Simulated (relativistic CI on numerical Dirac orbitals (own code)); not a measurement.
Transition arrays of Pr XIV

Computed by Dirac-Coulomb-Breit CI, KLI orbitals optimised for each configuration, a model potential for QED, valence Slater integrals scaled by 0.9, whole transition arrays (own radial code, finite nucleus).

Configurations in the expansion (outside the closed core [Kr]): 4d¹⁰, 4d⁹4f, 4d⁹5p, 4d⁹5f. Levels of other configurations are missing.

All E1 lines from the levels of 4d¹⁰; mean and standard deviation are weighted by gf, and upper levels are sorted by their leading configuration.

```tsv
Upper configuration	Lines	Σgf	Mean (eV)	Mean (nm)	σ (eV)	Strongest line (nm)
4d⁹4f	3	10.2	149.16	8.312	1.65	8.307
4d⁹5p	3	1.7	141.35	8.771	1.58	8.820
4d⁹5f	3	0.0	220.26	5.629	1.99	5.590
```

Σgf per state of the lower configuration in bins of 0.02 nm over the central range (centre: value): 8.31: 10.13, 8.61: 0.39, 8.83: 1.23.

Question: How do configuration mixing and the scaling of the Slater integrals move the arrays?

Answer: Slater scale 0.9, no configuration mixing: 4d⁹4f 149.9 ± 1.6 eV (Σgf 10.5), 4d⁹5p 140.9 ± 1.3 eV (Σgf 1.2), 4d⁹5f 219.7 ± 1.9 eV (Σgf 0.3); Slater scale 1: 4d⁹4f 152.5 ± 1.6 eV (Σgf 10.5), 4d⁹5p 141.3 ± 1.5 eV (Σgf 1.5), 4d⁹5f 220.4 ± 2.0 eV (Σgf 0.0); Slater scale 0.8: 4d⁹4f 145.9 ± 1.7 eV (Σgf 9.3), 4d⁹5p 141.8 ± 1.8 eV (Σgf 2.2), 4d⁹5f 220.1 ± 2.0 eV (Σgf 0.0). With mixing, levels are counted to their leading configuration, so an array can shrink or vanish into another, and the sums then hold other lines.
